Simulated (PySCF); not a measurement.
C3H4F2Si, SMILES C(C#C[SiH3])(F)F.

Geometry: PBE-D3(BJ)/def2-SVP. This is a generated structure with no PubChem entry under its InChIKey; it may be hypothetical.

The numbers are results of PBE/def2-TZVP run with PySCF, not measurements.

Gas-phase values at a fixed geometry.

**Question.** Estimate the frontier levels, gap, dipole moment and polarisability. (The exact figures need the calculation; the answer reports its results.)

**Answer.** 
The highest occupied level is -7.39 eV and the lowest empty level is -1.89 eV. The orbital gap is 5.50 eV and the dipole moment comes out as 1.92 D. The quadrupole, principal values (traceless, Buckingham form, about the centre of nuclear charge) comes out as -3.69, -3.05, 6.75 D·Å and the mean static polarisability is 66.8 bohr³ (9.90 Å³). The polarisability, principal values is 50.5, 51.9, 98.0 bohr³.
